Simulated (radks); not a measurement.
Results of a calculation; reference values are marked as such.
Q: Isoelectronic series with 18 electrons, each ion in its NIST ground configuration. Level of theory: Dirac Kohn-Sham, PBE, spin-unpolarised, spherical densities, point nucleus (a radial shooting solver on a logarithmic mesh with Libxc functionals). Total energies (hartree) and orbital eigenvalues (Ry):

ion    configuration  E (hartree)      3p3/2      3p1/2      3s1/2
Ar              [Ar]   -529.23208   -0.75048   -0.76338   -1.78492
Sc3+            [Ar]   -762.42608   -4.73445   -4.77436   -6.35182
Cr6+            [Ar]  -1040.95371  -10.89200  -10.98391  -13.12913
Zn12+           [Ar]  -1735.14913  -29.40027  -29.71918  -33.02186
As15+           [Ar]  -2151.69333  -41.71238  -42.23625  -46.12967
Kr18+           [Ar]  -2615.26492  -56.05818  -56.87225  -61.36583
Mo24+           [Ar]  -3686.17631  -90.86332  -92.60359  -98.33078
Rh27+           [Ar]  -4295.07741  -111.3348  -113.7641  -120.1276
Cd30+           [Ar]  -4954.14077  -133.8632  -137.1736  -144.1883
Sb33+           [Ar]  -5664.39576  -158.4585  -162.8781  -170.5608
Xe36+           [Ar]  -6426.98795  -185.1318  -190.9294  -199.2986
La39+           [Ar]   -7243.1912  -213.8955  -221.3858  -230.4622
Nd42+           [Ar]   -8114.4220  -244.7633  -254.3126  -264.1189
Eu45+           [Ar]   -9042.2565  -277.7498  -289.7825  -300.3441
Dy48+           [Ar]  -10028.4504  -312.8707  -327.8770  -339.2219
Tm51+           [Ar]  -11074.9634  -350.1431  -368.6873  -380.8466
Hf54+           [Ar]  -12183.9880  -389.5849  -412.3153  -425.3236
Re57+           [Ar]  -13357.9842  -431.2153  -458.8759  -472.7715

Estimate the row of Co9+ ([Ar]).

A: E (hartree) -1365.06427; 3p3/2 -19.12357; 3p1/2 -19.30391; 3s1/2 -22.02414.
